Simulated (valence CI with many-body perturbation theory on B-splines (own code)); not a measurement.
Forbidden lines of Ru²⁹⁺

Level of theory: valence CI with perturbative core correlation (CI+MBPT): five valence electrons over a frozen Dirac-Fock core [Ne], a basis of 9 s, 9 p, 8 d, 6 f, 3 g, 1 h functions for each j, with the one-electron correlation potential Σ1 (screened to all orders), the two-electron term Σ2, the three-electron term Σ3, Breit, model QED; selected single and double excitations, second order for the rest (own B-spline code, finite nucleus).

The last digits are not significant, and no measured levels were compared; by estimate large intervals hold to a few tenths of a per cent, small ones and those within an open d or f shell to about a per cent. Among the levels kept, up to 600 cm⁻¹ of a level comes from second order outside the variational space, and about a tenth of that is noise between levels of different J, which matters for small intervals.

Lines 1 to 18 of 18 in falling wavelength, among levels below 1821300 cm⁻¹, chosen from the decays that carry over 1 % of a level's rate. Wavelengths and rates use the calculated energies. Electric multipoles are in the length gauge, E1 and E2 with the static RPA response of the core. S is in atomic units (e²a₀⁴ for E2 and M2, e²a₀⁶ for E3), for M1 in squared Bohr magnetons. Weak lines are less certain than strong ones. Lines between different terms over intervals too small for the method are left out, as are lines whose strength nearly cancels.

Levels are named by their leading jj configuration (3d3/2^4 stands for four electrons in 3d with j = 3/2), which in mixed levels can hold well under half, so a name can repeat and another be missing. Letters in brackets count levels of one name in rising energy.

| λ vac (Å) | Upper | Lower | Type | A (s⁻¹) | S (a.u.) |
| --- | --- | --- | --- | --- | --- |
| 2251 | (3s^2 3p1/2 3p3/2 3d5/2) J=9/2 | (3s^2 3p1/2 3p3/2 3d5/2) J=7/2 [a] | M1 | 1.60e+02 | 6.77e-01 |
| 2078 | (3s^2 3p1/2 3p3/2^2) J=5/2 | (3s^2 3p1/2 3p3/2^2) J=3/2 | M1 | 6.20e+02 | 1.24e+00 |
| 1602 | (3s^2 3p1/2 3p3/2 3d5/2) J=9/2 | (3s^2 3p1/2 3p3/2 3d3/2) J=7/2 | M1 | 4.12e+03 | 6.27e+00 |
| 687.4 | (3s^2 3p3/2^2 3d5/2) J=9/2 | (3s^2 3p1/2 3p3/2 3d5/2) J=7/2 [b] | M1 | 3.32e+04 | 4.00e+00 |
| 657.6 | (3s^2 3p1/2 3p3/2 3d5/2) J=7/2 [a] | (3s^2 3p1/2^2 3d5/2) J=5/2 | M1 | 5.63e+04 | 4.75e+00 |
| 502.2 | (3s^2 3p1/2 3p3/2^2) J=3/2 | (3s^2 3p1/2^2 3p3/2) J=3/2 | M1 | 1.72e+05 | 3.22e+00 |
| 499.0 | (3s^2 3p3/2^3) J=3/2 | (3s^2 3p1/2 3p3/2^2) J=1/2 | M1 | 4.27e+04 | 7.87e-01 |
| 428.0 | (3s^2 3p3/2^2 3d5/2) J=9/2 | (3s^2 3p1/2 3p3/2 3d5/2) J=9/2 | M1 | 1.02e+05 | 2.95e+00 |
| 404.4 | (3s^2 3p1/2 3p3/2^2) J=5/2 | (3s^2 3p1/2^2 3p3/2) J=3/2 | M1 | 3.27e+04 | 4.82e-01 |
| 404.4 | (3s^2 3p1/2 3p3/2^2) J=5/2 | (3s^2 3p1/2^2 3p3/2) J=3/2 | E2 | 3.81e+02 | 2.21e-02 |
| 382.2 | (3s^2 3p3/2^3) J=3/2 | (3s^2 3p1/2 3p3/2^2) J=5/2 | M1 | 8.31e+04 | 6.88e-01 |
| 359.6 | (3s^2 3p3/2^2 3d5/2) J=9/2 | (3s^2 3p1/2 3p3/2 3d5/2) J=7/2 [a] | M1 | 6.52e+04 | 1.12e+00 |
| 337.7 | (3s^2 3p3/2^2 3d5/2) J=9/2 | (3s^2 3p1/2 3p3/2 3d3/2) J=7/2 | M1 | 4.19e+04 | 5.99e-01 |
| 324.2 | (3s^2 3p1/2 3p3/2^2) J=1/2 | (3s^2 3p1/2^2 3p3/2) J=3/2 | M1 | 1.96e+05 | 4.96e-01 |
| 322.8 | (3s^2 3p3/2^3) J=3/2 | (3s^2 3p1/2 3p3/2^2) J=3/2 | M1 | 3.91e+05 | 1.95e+00 |
| 238.2 | (3s^2 3p1/2 3p3/2 3d5/2) J=9/2 | (3s 3p1/2^2 3p3/2^2) J=5/2 | E2 | 2.48e+02 | 1.70e-03 |
| 196.5 | (3s^2 3p3/2^3) J=3/2 | (3s^2 3p1/2^2 3p3/2) J=3/2 | M1 | 7.83e+03 | 8.81e-03 |
| 102.1 | (3s^2 3p1/2 3p3/2 3d5/2) J=9/2 | (3s^2 3p1/2 3p3/2^2) J=5/2 | M2 | 7.20e+02 | 7.15e-05 |
